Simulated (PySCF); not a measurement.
## Hg(2+) (mercury, charge +2) across methods

[Xe] 4f14 5d9 6s1, high-spin 3D determinant (an excited configuration). All numbers are calculated (PySCF 2.14, scalar relativity by spin-free X2C-1e, in ANO-RCC-VTZP (8s7p5d3f1g, 84 functions)).

```
method   E (hartree)  mean ε 5d α (eV)  mean ε 5d β (eV)  mean ε 6s α (eV)  Σ⟨r²⟩ (bohr²)   ⟨S²⟩
   UHF  -19618.02977           -39.286           -37.784           -27.926          44.49  2.002
  PBE0     -19623.63           -34.150           -32.960           -26.141          44.49  2.001
r2SCAN     -19623.88           -32.606           -31.345           -25.581          44.43  2.002
   LDA     -19611.83           -32.296           -31.262           -25.654          44.67  2.000
```

(1) Estimate the same row for PBE.

Spin-orbit coupling, absent here, splits the open shell strongly.

Results:

(1) E (hartree) = -19623.91; mean ε 5d α (eV) = -32.078; mean ε 5d β (eV) = -30.976; mean ε 6s α (eV) = -25.280; Σ⟨r²⟩ (bohr²) = 44.64; ⟨S²⟩ = 2.001.
